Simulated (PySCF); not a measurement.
Bonds (- single, = double, # triple, : aromatic): C1-C2, C2:N3, N3:N4, N4-C5, C5-C6, C5-C7, N4:N8, N8:C9, C9-Cl10, C9:C2. C1 carries H11, H12, H13; C5 carries H14; C6 carries H15, H16, H17; C7 carries H18, H19, H20.

Calculated, not measured (PySCF 2.14): GIAO PBE0/pcSseg-1 shieldings, structure optimised with GFN2-xTB. Rapidly exchanging positions averaged, one conformer, relativity neglected, no solvent.

Shifts are taken against calculated references (same method and geometry level): TMS for ¹³C (σ = 186.93 ppm) and ¹H (σ = 31.72 ppm); ¹⁵N (σ = 267.73 ppm) vs NH3; ³⁵Cl (σ = 949.78 ppm) against HCl.

```csv
atoms,nucleus,count,Hirshfeld charge,δ (ppm)
H11/H12/H13,¹H,3,0.05,?
C5,¹³C,1,0.03,?
N8,¹⁵N,1,-0.13,350.7
C1,¹³C,1,-0.12,11.9
C9,¹³C,1,0.01,146.5
N4,¹⁵N,1,0.10,280.3
C2,¹³C,1,0.02,144.0
H15/H16/H17/H18/H19/H20,¹H,6,0.04,1.49
H14,¹H,1,0.05,4.55
C6/C7,¹³C,2,-0.12,25.1
N3,¹⁵N,1,-0.13,?
Cl10,³⁵Cl,1,-0.02,?
```

Problem. Fill in the missing shifts.

Solution. 
- C5: 58.4 ppm, sp3 CH bonded to N; pulled downfield by the heteroatom
- H11/H12/H13: 2.40 ppm, hydrogen on a methyl carbon on an aromatic ring; benzylic-type position, deshielded by the ring
- N3: 362.0 ppm, pyridine-type nitrogen of an azole
- Cl10: 140 ppm, chlorine bonded to C

Carbons that carry Cl, above all several Cl atoms, come out too deshielded, partly because spin–orbit coupling is missing. Shifts are as computed. Against solution values, carbons near 30 ppm lie about +3 ppm off and those near 130 ppm about +5 ppm; carbons on Cl a further +6 ppm. Of 1211 compounds with measured shifts, 218 miss one by over three times the rms of a fit or turn the order of signals round; such compounds aren't used in these exercises. Experimental scales use liquid or dissolved standards, which lie at an offset from isolated NH3 (liquid NH3: subtract about 20 ppm). Unscaled 15N shifts of sp2 nitrogen come out 20 to 40 ppm too high even then.
